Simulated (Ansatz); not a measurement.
The first iterations of a band of H4OSi + H5NSi (13 atoms, charge 0, multiplicity 1).

Level of theory: Ansatz 0.2.0, RHF/6-31G*.

```
movable images  : 5
climbing image  : yes
spring          : 5.0 eV/Å²
optimiser       : quadratic models (default)
start path      : through a guess of the saddle point
force threshold : 0.05 eV/Å
iteration limit : 60
end points      : relaxed
```

Image 0:

```xyz
13
Properties=species:S:1:pos:R:3
Si -0.809 0.919 -0.216
O -0.135 -0.217 0.780
H 0.084 0.027 1.669
H 0.100 2.065 -0.413
H -2.076 1.429 0.343
H -1.060 0.251 -1.500
N 1.611 -2.711 1.624
H 1.544 -3.707 1.598
Si 3.157 -1.955 1.613
H 4.058 -2.747 2.475
H 3.809 -1.829 0.287
H 3.029 -0.585 2.156
H 0.849 -2.279 1.142
```

Image 6:

```xyz
13
Properties=species:S:1:pos:R:3
Si 0.537 -0.112 -0.536
O -0.640 -0.692 2.914
H -1.358 -1.305 2.993
H 1.103 -0.040 -1.901
H 0.760 1.180 0.129
H -0.903 -0.397 -0.663
N 1.266 -1.366 0.433
H 0.960 -2.291 0.190
Si 2.801 -1.331 1.262
H 3.932 -1.699 0.383
H 3.019 0.035 1.762
H 2.769 -2.295 2.377
H -0.087 -1.028 2.218
```

| iteration | highest image above the first end (eV) | largest band force component (eV/Å) |
| --- | --- | --- |
| 1 | 5.406 | 29.857 |
| 2 | 2.786 | 2.669 |
| 3 | 2.031 | 2.220 |
| 4 | 1.672 | 1.396 |
| 5 | 1.299 | 1.483 |
| 6 | 1.120 | 1.870 |
| 7 | 1.042 | 0.527 |
| 8 | 0.912 | 0.391 |
| 9 | 0.921 | 0.406 |
| 10 | 0.913 | 0.396 |
| 11 | 0.885 | 0.396 |
| 12 | 0.898 | 0.495 |
| 13 | 0.922 | 0.614 |
| 14 | 0.952 | 0.854 |
| 15 | 1.601 | 1.749 |
| 16 | 1.751 | 1.727 |
| 17 | 2.367 | 1.220 |
| 18 | 2.463 | 0.708 |
| 19 | 2.527 | 1.031 |

**Question.** Does the band converge within its limit, and where does its top end?

**Answer.** The run converged. It ended after 59 iterations with the highest image 2.259 eV above the first end. The profile has 2 maxima (images 3, 5) with wells between them (image 4): this band takes more than one step, which may be the mechanism or a detour left from its start path. A structure lower than the last end lies on the path between it and the top, so the climb from that side starts below the end, which may itself be a saddle point or a shallow side well. Neighbouring images differ by up to 2.0 eV, so the band resolves the path poorly. A vibrational analysis at the climbing image gives one clearly imaginary mode, 1617i cm⁻¹: a first-order saddle point. The orbitals stay closed-shell, which can raise the energy where a bond breaks towards radicals; this wasn't checked here.

Time of the run: 7.6 min on 1 thread of Arm Neoverse V2, with other jobs on the host, peak memory 0.16 GiB.
